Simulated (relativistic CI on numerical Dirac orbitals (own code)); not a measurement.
Electric-dipole lines of Ga³⁺

Computed by Dirac-Coulomb-Breit CI, orbitals from a KLI potential per configuration, model QED, valence Slater integrals scaled by 0.85, configuration energies shifted to the measured levels that pair with them (semi-empirical) (own radial code, finite nucleus).

Configurations in the expansion (outside the closed core [Ar]): 3d¹⁰, 3d⁹4s, 3d⁹4p, 3d⁹4d, 3d⁹5s, 3d⁹5p, 3d⁸4s4p, 3d⁹5d, 3d⁸4s², 3d⁹4f, 3d⁹5f, 3d⁹5g, 3d⁸4p², 3d⁸4s4d. Levels of other configurations are missing.

```
λ vac (nm)            Lower               Upper   A (s⁻¹)        gf  Branching (%)
    33.421    3d⁹4s ³D3 [2]  3d⁸4s4p ³D°3 [204]  5.22e+09  6.12e-01           46.9
    37.455    3d⁹4s ¹D2 [5]  3d⁸4s4p ¹D°2 [124]  6.84e+09  7.19e-01           86.6
    42.221     3d¹⁰ ¹S0 [1]     3d⁹4p ¹P°1 [16]  6.70e+09  5.37e-01           81.9
    84.194   3d⁹4p ³P°2 [6]      3d⁹5s ³D3 [36]  1.04e+09  7.72e-01           27.7
    87.364   3d⁹4p ³F°4 [9]      3d⁹5s ³D3 [36]  1.71e+09  1.37e+00           45.5
    91.524   3d⁹4p ³P°2 [6]      3d⁹4d ³D3 [23]  1.37e+09  1.21e+00           29.2
    92.436   3d⁹4p ³P°2 [6]      3d⁹4d ³P2 [21]  3.30e+09  2.11e+00           67.5
    93.825   3d⁹4p ³F°3 [8]      3d⁹4d ³G3 [24]  1.34e+09  1.24e+00           28.1
    94.018  3d⁹4p ³F°2 [11]      3d⁹4d ³G3 [29]  2.10e+09  1.95e+00           43.6
    94.650   3d⁹4p ³F°4 [9]      3d⁹4d ³F4 [26]  1.38e+09  1.67e+00           30.1
    95.256   3d⁹4p ³P°2 [6]      3d⁹4d ³S1 [18]  3.71e+09  1.51e+00           77.6
    95.328   3d⁹4p ³F°3 [8]      3d⁹4d ³G4 [20]  4.43e+09  5.43e+00           91.1
    95.859  3d⁹4p ³F°2 [11]      3d⁹4d ³G3 [24]  2.20e+09  2.13e+00           46.1
    96.387  3d⁹4p ¹F°3 [12]      3d⁹4d ¹G4 [30]  9.56e+08  1.20e+00           20.7
    96.476   3d⁹4p ³F°4 [9]      3d⁹4d ³G5 [19]  4.77e+09  7.32e+00          100.0
    97.273  3d⁹4p ¹D°2 [13]      3d⁹4d ³G3 [29]  2.18e+09  2.16e+00           45.2
    97.771  3d⁹4p ³D°1 [15]      3d⁹4d ³F2 [34]  1.65e+09  1.18e+00           35.1
    97.816  3d⁹4p ³D°3 [14]      3d⁹4d ¹G4 [30]  3.48e+09  4.50e+00           75.3
    98.500  3d⁹4p ¹F°3 [12]      3d⁹4d ³F4 [26]  2.82e+09  3.69e+00           61.5
    98.741  3d⁹4p ³D°2 [17]      3d⁹4d ³F3 [33]  3.14e+09  3.21e+00           68.7
    98.945  3d⁹4p ¹D°2 [13]      3d⁹4d ³D2 [27]  1.98e+09  1.45e+00           42.2
    99.185  3d⁹4p ¹F°3 [12]      3d⁹4d ³D3 [23]  1.28e+09  1.32e+00           27.1
    100.70  3d⁹4p ³D°3 [14]      3d⁹4d ³D3 [23]  1.33e+09  1.41e+00           28.2
    117.70    3d⁹4s ³D3 [2]     3d⁹4p ³D°3 [14]  5.82e+08  8.46e-01           40.6
    119.68    3d⁹4s ³D2 [3]     3d⁹4p ³D°3 [14]  3.56e+08  5.36e-01           24.9
    119.84    3d⁹4s ³D3 [2]     3d⁹4p ¹F°3 [12]  5.96e+08  8.99e-01           44.4
    120.23    3d⁹4s ³D1 [4]     3d⁹4p ³D°1 [15]  1.11e+09  7.24e-01           52.3
    120.97    3d⁹4s ³D2 [3]     3d⁹4p ¹D°2 [13]  7.54e+08  8.27e-01           54.7
    123.11    3d⁹4s ¹D2 [5]     3d⁹4p ³D°2 [17]  9.26e+08  1.05e+00           64.0
    123.43    3d⁹4s ¹D2 [5]     3d⁹4p ¹P°1 [16]  1.09e+09  7.46e-01           13.3
    126.08    3d⁹4s ³D3 [2]      3d⁹4p ³F°4 [9]  1.34e+09  2.88e+00          100.0
    127.04    3d⁹4s ¹D2 [5]     3d⁹4p ³D°3 [14]  4.95e+08  8.39e-01           34.5
    129.54    3d⁹4s ¹D2 [5]     3d⁹4p ¹F°3 [12]  7.14e+08  1.26e+00           53.2
    129.82    3d⁹4s ³D1 [4]     3d⁹4p ³F°2 [11]  7.90e+08  9.98e-01           63.0
    130.14    3d⁹4s ³D2 [3]      3d⁹4p ³F°3 [8]  9.08e+08  1.61e+00           74.5
    130.66    3d⁹4s ³D2 [3]      3d⁹4p ³P°1 [7]  9.89e+08  7.59e-01           77.1
    133.33    3d⁹4s ³D3 [2]      3d⁹4p ³P°2 [6]  1.09e+09  1.46e+00           94.5
    252.68  3d⁹5p ³F°2 [54]     3d⁹5d ³G3 [104]  7.78e+08  5.21e+00           52.7
    256.01  3d⁹5p ³F°4 [49]      3d⁹5d ³G5 [89]  8.51e+08  9.20e+00           58.6
    259.32  3d⁹5p ³D°3 [52]      3d⁹5d ³F4 [98]  5.51e+08  5.00e+00           40.0
    266.46   3d⁹4d ³G5 [19]     3d⁹5p ³F°4 [49]  2.58e+08  2.47e+00           40.4
    269.94   3d⁹4d ³G4 [20]     3d⁹5p ³F°3 [48]  2.46e+08  1.88e+00           35.6
    353.53   3d⁹5s ³D3 [36]     3d⁹5p ³D°3 [52]  1.78e+08  2.33e+00           25.8
    374.28   3d⁹5s ³D3 [36]     3d⁹5p ³F°4 [49]  2.21e+08  4.18e+00           34.7
    387.10   3d⁹5s ³D2 [37]     3d⁹5p ³F°3 [48]  1.56e+08  2.45e+00           22.6
```

Terms are leading LS components. Brackets give the number of a level in order of energy, since labels repeat. The list gives strong lines, with weight on those to low levels, without configurations that were not tied to measured data, without lines whose two gauges differ by over a factor of 2.5, among the lowest 258 of 473 levels, so that lines to higher ones, which can be the strongest, are missing, and without lines across small gaps between configurations, and without 23 lines that miss the measured interval by over 3.5 %, start from a term whose rates miss tabulated ones by over 60 %, have gauges far apart or, lacking measured levels, span too small a gap for the errors found; lines with a level outside our table were not tested and can miss by more. Levels whose partners in the same complex of configurations lie outside the list can be far off, and so can their lines. Rates are taken at the computed energies, electric ones in the length gauge.

Configurations whose levels could be paired with our table of measured levels were shifted onto them, all but the ground configuration, by the median error of their levels; single terms can still be off by 1,000 to 2,000 cm⁻¹ or more, and rates follow the energies as ν³ (E1, M1) or ν⁵ (E2). The others borrow a shift and can be off by several thousand cm⁻¹ or more. The fine structure of a lone outer electron comes out too small, for d and f at times inverted, and misplaced configurations move strength between like terms. 51 of the 69 excited levels that our extract of the measured tables holds in this range could be paired (the sources list more); they are missed by 202 cm⁻¹ on average and 2237 at most, after the shifts were fitted to these levels, and levels without a partner can miss by more.

LS names give the leading component of a level, which can be under half, so a name can repeat, a term be missing and a line seem to break the LS rules.
